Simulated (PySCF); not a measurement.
Atoms are numbered as in `[CH3:1][CH:2]([CH3:3])[c:4]1[cH:5][cH:6][cH:7][c:8]2[cH:9][cH:10][cH:11][cH:12][c:13]12`. Hydrogens are named by the atom that carries them.

Computational details: NMR shieldings at PBE0/pcSseg-1/GIAO, structure optimised with PBE0-D3(BJ)/def2-SVP, in PySCF (relativity neglected, one averaged value for each set of equivalent atoms, no solvent, one computed conformer).

Chemical shifts δ = σref − σ; 13C (184.41 ppm), 1H (31.27 ppm) vs TMS, all at this level.

```csv
atoms,nucleus,count,Hirshfeld charge,δ (ppm)
H(C1)/H(C3),1H,6,0.04,1.39
C12,13C,1,-0.05,?
H(C6),1H,1,0.05,7.64
H(C2),1H,1,0.04,3.57
C7,13C,1,-0.05,132.3
C5,13C,1,-0.05,126.7
C8,13C,1,0.00,?
C9,13C,1,-0.05,134.9
C2,13C,1,-0.02,30.7
H(C10),1H,1,0.05,?
H(C7),1H,1,0.05,7.83
H(C9),1H,1,0.05,7.97
C6,13C,1,-0.05,?
C4,13C,1,0.01,149.8
C10,13C,1,-0.05,130.7
H(C5),1H,1,0.04,7.56
C13,13C,1,0.00,134.7
H(C12),1H,1,0.05,8.29
C11,13C,1,-0.05,?
H(C11),1H,1,0.05,?
C1/C3,13C,2,-0.11,?
```

Question: Estimate the values marked ?.

Answer: 
- C8: 137.3 ppm, ring-fusion aromatic carbon
- C6: 131.0 ppm, aromatic CH; the aromatic region
- C11: 130.9 ppm, aromatic CH; the aromatic region
- C12: 128.4 ppm, aromatic CH; the aromatic region
- C1/C3: 24.7 ppm, methyl carbon; a saturated carbon with 1 carbon neighbour and no heteroatom attached
- H(C11): 7.71 ppm, hydrogen on an aromatic CH; the ring current deshields protons in the ring plane
- H(C10): 7.65 ppm, hydrogen on an aromatic CH; it sits in the deshielding region of the aromatic ring current

Shifts are as computed. Against solution values, carbons near 30 ppm lie about +2 ppm off and those near 130 ppm about +5 ppm (rms about the fit 1.9 ppm; single classes can miss by 10 ppm). Of 1328 compounds with measured shifts, 309 miss one by over three times the rms of a fit or turn the order of signals round; such compounds aren't used in these exercises. Signals without a measured value on file couldn't be tested in this way; 1H shifts scatter by 0.2 ppm about their fit, and single ones miss by 0.5 ppm.
